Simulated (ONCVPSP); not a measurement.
## Ni (Z = 28), ONCV: configuration errors across variants

Ni, optimised norm-conserving Vanderbilt (ONCV), made with ONCVPSP 4.0.1 (PBE, scalar-relativistic). Core [Ne], reference 3s2 3p6 3d8 4s2. Waves: 3s+4s: rc 1.05 bohr, ncon 3, nbas 8, qcut 9.6 1/bohr, 2 projectors; 3p: rc 0.70 bohr, ncon 5, nbas 8, qcut 12.4 1/bohr, 2 projectors, debl 1.6 Ha; 3d: rc 1.65 bohr, ncon 3, nbas 7, qcut 7.7 1/bohr, 2 projectors, debl 4 Ha. Local part: polynomial inside 0.65 bohr (lpopt 1, dvloc0 3 Ha). Core correction: Teter function, fcfact 4.75, rcfact 1.25.

In the p channel the program set the typed energies aside and used -2.623, 0.250 Ha.

All-electron excitation energies from the reference (eV): (1) 3s2 3p6 3d8 4s1 9.323; (2) 3s2 3p6 3d8 4s0 26.674; (3) 3s2 3p6 3d7 4s0 64.140; (4) 3s1 3p6 3d8 4s2 119.396.

Errors AE − PS in meV (a dash: test not solved or not reliable):

```json
{"change": "base", "(1)": "+1.6", "(2)": "+3.0", "(3)": "+74", "(4)": "-789", "bound ghosts": "none", "GHOST(+) flags above zero": "none"}
{"change": "d: qcut 4.7", "(1)": "-0.7", "(2)": "-24", "(3)": "+200", "(4)": "-1339", "bound ghosts": "none", "GHOST(+) flags above zero": "none"}
{"change": "d: qcut 6.8", "(1)": "+1.2", "(2)": "-2.5", "(3)": "+93", "(4)": "-928", "bound ghosts": "none", "GHOST(+) flags above zero": "none"}
{"change": "d: qcut 7.6", "(1)": "+1.6", "(2)": "+2.6", "(3)": "+75", "(4)": "-800", "bound ghosts": "none", "GHOST(+) flags above zero": "none"}
{"change": "d: qcut 8.5", "(1)": "+1.7", "(2)": "+5.7", "(3)": "+60", "(4)": "-686", "bound ghosts": "none", "GHOST(+) flags above zero": "none"}
{"change": "d: qcut 9.4", "(1)": "+1.6", "(2)": "+7.0", "(3)": "+47", "(4)": "-590", "bound ghosts": "none", "GHOST(+) flags above zero": "none"}
{"change": "d: qcut 10.7", "(1)": "+1.3", "(2)": "+7.0", "(3)": "+31", "(4)": "-473", "bound ghosts": "none", "GHOST(+) flags above zero": "none"}
{"change": "d: qcut 11.6", "(1)": "+1.1", "(2)": "+6.5", "(3)": "+26", "(4)": "-424", "bound ghosts": "none", "GHOST(+) flags above zero": "none"}
```

Q: Give the same row for: d: qcut 5.5.

A: 0.0, -17, +143, -1184; bound ghosts: none; GHOST(+) flags above zero: none.
